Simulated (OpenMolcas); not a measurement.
Computed levels of 3s² 3p⁴ in ions with 16 electrons, in cm-1 above ³P₂.

```yaml
Program: OpenMolcas
Method: SS-RASPT2, IPEA 0.25 Eh, imaginary shift 0.1 Eh
Basis: ANO-R2
Scalar_Hamiltonian: X2C, finite nucleus
Spin-orbit_coupling: state interaction with AMFI integrals over the reference wave functions, term energies averaged over their components
```

Active space for each ion: 6 electrons in 9 orbitals (RAS2 3s 3p; RAS3 3d, at most 2 electrons); closed shells correlated by CASPT2: 2s 2p.

```json
{"Level": "³P₁", "S": "358", "Ar2+": "1000"}
{"Level": "³P₀", "S": "523", "Ar2+": "1427"}
{"Level": "¹D₂", "S": "9720", "Ar2+": "14500"}
{"Level": "¹S₀", "S": "22780", "Ar2+": "33870"}
```

Task: Estimate ³P₀, ¹D₂, ¹S₀ for Cl+ from its neighbours S and Ar2+.

Result: ³P₀ is fine structure, which grows about as the fourth power of a screened charge, so the fourth roots are averaged: ((523^0.25 + 1427^0.25) / 2)^4 = 891. The calculation gives 903, so the estimate is off by -1.3 %; the measured value is 996 (NIST Handbook of Basic Atomic Spectroscopic Data).
¹D₂ is another term, which grows about linearly with the charge: (9720 + 14500) / 2 = 12110. The calculation gives 12090, so the estimate is off by +0.2 %; the measured value is 11654 (NIST Handbook of Basic Atomic Spectroscopic Data).
¹S₀ is another term, which grows about linearly with the charge: (22780 + 33870) / 2 = 28325. The calculation gives 28380, so the estimate is off by -0.2 %; the measured value is 27878 (NIST Handbook of Basic Atomic Spectroscopic Data).

CASPT2 breaks the degeneracy within a term, and the mean is taken; among the terms shown or strongly mixed into the levels shown the widest spread is 20 cm-1 (3s² 3p⁴ ¹D, Cl+). Active for correlation alone: 3d; no level in the range computed is led by a configuration that fills it, so any true level of that kind is missing (holds for S; Cl+). The run also gave levels led by 3s 3p⁴ 3d, which use shells meant for correlation; these and all levels above them are left out (holds for Ar2+). Measured partners are found by configuration, term and J. A level has none where our copy of the source lacks it or the pairing is in doubt (some pairs that miss far off the trend of their configuration count as doubtful), and it then counts in no deviation. Levels of configurations outside the active space are missing.
